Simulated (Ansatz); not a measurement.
Species: H₆AlN₃, SMILES `[NH2][Al]([NH2])[NH2]` (charge 0, multiplicity 1).

Task: Give a relaxed geometry from B3LYP-D3(BJ)/def2-TZVP in Ansatz (a program for electronic structure).

Result: the end point of this relaxation (outside a Z-matrix the atoms follow the SMILES, hydrogens last).
Z-matrix (Å, degrees):
```
Al
N 1 1.7743
H 2 1.0068 1 124.99
H 2 1.0070 3 110.05 1 179.96
N 1 1.7743 2 120.00 3 -167.00
H 5 1.0068 1 124.98 2 12.98
H 5 1.0070 6 110.05 1 179.96
N 1 1.7743 2 120.00 3 12.99
H 8 1.0069 1 124.99 2 -167.02
H 8 1.0069 9 110.06 1 179.94
```
